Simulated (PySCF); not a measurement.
Correlation energy of Sr²⁷⁺ (strontium, charge +27)

[Ne] 3s1, 2S determinant. Calculation: PySCF 2.14, in an uncontracted even-tempered set (16 s from 3.4 bohr⁻², ratio 2.5; 10 p from 4.4 bohr⁻², ratio 2.5; 5 d from 17 bohr⁻², ratio 2.7; 4 f from 25 bohr⁻², ratio 2.7); the non-relativistic Hamiltonian (point nucleus). Frozen: 1s2; 9 electrons correlated; the 17 highest virtual orbitals of each spin left out.

```
  level  correlation energy (mhartree)
   CCSD                        -316.60
    (T)                          -0.19
CCSD(T)                        -316.79
```

Diagnostics: T1 = 0.00016, D1 = 0.0006, largest double amplitude 0.003.

A non-relativistic calculation at this Z misses sizeable relativistic shifts.

Cost of the coupled-cluster step: about 25 core-seconds, for 9 correlated electrons.

Iterations:

```
CC2 = 0
CCSD nocc = (np.int64(5), np.int64(4)), nmo = (81, 81)
frozen orbitals [[0, 82, 83, 84, 85, 86, 87, 88, 89, 90, 91, 92, 93, 94, 95, 96, 97, 98], [0, 82, 83, 84, 85, 86, 87, 88, 89, 90, 91, 92, 93, 94, 95, 96, 97, 98]]
max_cycle = 100
direct = 0
conv_tol = 1e-08
conv_tol_normt = 1e-06
diis_space = 8
diis_start_cycle = 0
Init t2, MP2 energy = -0.314551961769735
Init E_corr(UCCSD) = -0.314551961769735
cycle = 1  E_corr(UCCSD) = -0.316504124307648  dE = -0.00195216254  norm(t1,t2) = 0.000861296
cycle = 2  E_corr(UCCSD) = -0.316600232822169  dE = -9.61085145e-05  norm(t1,t2) = 5.33722e-05
cycle = 3  E_corr(UCCSD) = -0.316603966443236  dE = -3.73362107e-06  norm(t1,t2) = 4.14675e-06
cycle = 4  E_corr(UCCSD) = -0.31660391276561  dE = 5.36776253e-08  norm(t1,t2) = 3.83755e-08
cycle = 5  E_corr(UCCSD) = -0.316603911782842  dE = 9.82768755e-10  norm(t1,t2) = 1.41601e-09
UCCSD converged
E(UCCSD) = -2620.694412574201  E_corr = -0.3166039117828416
UCCSD(T) correction = -0.000192026679264811
```

At this charge a non-relativistic calculation is a model, useful for the Z dependence of the correlation energy.
